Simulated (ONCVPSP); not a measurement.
# terbium (Tb), ONCV: configuration errors across variants

- Element: Tb
- Generator: ONCVPSP 4.0.1
- Type: optimised norm-conserving Vanderbilt (ONCV)
- Functional: PBE
- Relativity: scalar-relativistic
- Frozen core: [Kr] 4d10 4f8
- Valence charge: 11
- Reference configuration: 5s2 5p6 5d1 6s2
- Partial waves: 5s+6s: rc 1.95 bohr, ncon 4, nbas 8, qcut 5 1/bohr, 2 projectors; 5p: rc 1.60 bohr, ncon 4, nbas 9, qcut 5.1 1/bohr, 2 projectors, debl 0.8 Ha; 5d: rc 2.30 bohr, ncon 3, nbas 7, qcut 4.6 1/bohr, 2 projectors, debl 0.7 Ha
- Local potential: polynomial inside 1.10 bohr (lpopt 5, dvloc0 0 Ha)
- Core correction: Teter function, fcfact 4, rcfact 1.35

In the p channel the program set the typed energies aside and used -1.025, 0.250 Ha.

All-electron excitation energies from the reference (eV): (1) 5s2 5p6 5d1 6s1 6.743; (2) 5s2 5p6 5d1 6s0 19.007; (3) 5s2 5p6 5d1.5 6s1.5 0.930.

A true bound ghost makes a file unfit for plane-wave use even where its test errors are small: the radial tests pick states by their node count and pass the ghost by.

Errors AE − PS in meV (a dash: test not solved or not reliable):

```csv
change,(1),(2),(3),bound ghosts,GHOST(+) flags above zero
base,+0.6,+15,-2.1,s,p
"core correction Teter function, fcfact 4, rcfact 1.02",+0.9,+17,-1.6,s,p
"core correction Teter function, fcfact 4, rcfact 1.2",+0.8,+17,-1.7,s,p
"core correction Teter function, fcfact 4, rcfact 1.32",+0.7,+15,-1.9,s,p
"core correction Teter function, fcfact 4, rcfact 1.64",-2.8,-15,-4.1,s,p
"core correction Teter function, fcfact 4, rcfact 1.84",-12,-91,-6.3,s,p
"core correction Teter function, fcfact 4, rcfact 2",-25,-190,-8.2,s,p
```

Task: Give the same row for: core correction Teter function, fcfact 4, rcfact 1.46.

Result: +0.1, +10, -2.6; bound ghosts: s; GHOST(+) flags above zero: p.
